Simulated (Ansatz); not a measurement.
`CC=C([SiH3])[SiH3]` and `C/C=C(\O)[SiH3]` differ in one atom or group.

Ansatz, PBE0-D4/def2-TZVP geometries, multiplicity 1. Each molecule was computed in one conformer, which needn't be the lowest.

```
                                      property  `CC=C([SiH3])[SiH3]`
       HOMO–LUMO gap (ωB97M-V/def2-TZVPP) / eV                 11.05
             LUMO energy (PBE/def2-TZVPP) / eV                 -1.77
             HOMO energy (PBE/def2-TZVPP) / eV                 -6.58
         HOMO energy (ωB97M-V/def2-TZVPP) / eV                 -9.83
            LUMO energy (PBE0/def2-TZVPP) / eV                 -0.81
size of the dipole moment (PBE/def2-TZVPP) / D                  1.69
```

(1) Give the same properties after the change, and the shifts. (An estimate is asked.)

## Answers

(1) Computed: 
```csv
property,`C/C=C(\O)[SiH3]`,shift
HOMO–LUMO gap (ωB97M-V/def2-TZVPP) / eV,10.51,-0.54
LUMO energy (PBE/def2-TZVPP) / eV,-0.76,1.01
HOMO energy (PBE/def2-TZVPP) / eV,-5.40,1.18
HOMO energy (ωB97M-V/def2-TZVPP) / eV,-8.77,1.06
LUMO energy (PBE0/def2-TZVPP) / eV,0.13,0.94
size of the dipole moment (PBE/def2-TZVPP) / D,0.51,-1.18
```

With PBE0 the HOMO rises by 1.10 eV and the LUMO rises by 0.94 eV, so the gap narrows by about 0.16 eV. PBE moves the HOMO by 1.18 eV and ωB97M-V by 1.06 eV. Dipoles are sizes alone; their direction can turn.
